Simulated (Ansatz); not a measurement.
```xyz
4

Br   -1.570    0.962    1.196
In    0.206   -0.126   -0.157
H     0.534   -1.725    0.339
H     0.829    0.889   -1.378
```

Charge 0, multiplicity 1. In takes the def2 core potential.

(1) List the PBE/def2-TZVPP orbital energies in eV (Ansatz). (Best estimate.)

Results:

(1) Computed: Occupied: -13088.37, -1681.50, -1515.86, -1515.82, -1515.80, -228.28, -170.41, -170.28, -170.23, -122.65, -80.40, -80.15, -80.05, -67.08, -67.06, -67.02, -66.92, -66.92, -19.79, -19.55, -19.45, -19.37, -19.34, -18.13, -11.00, -8.04, -7.74, -7.02, -6.61. Lowest empty: -2.75, -1.64, -0.41, 1.07, 1.60, 1.86, 2.08, 2.34.
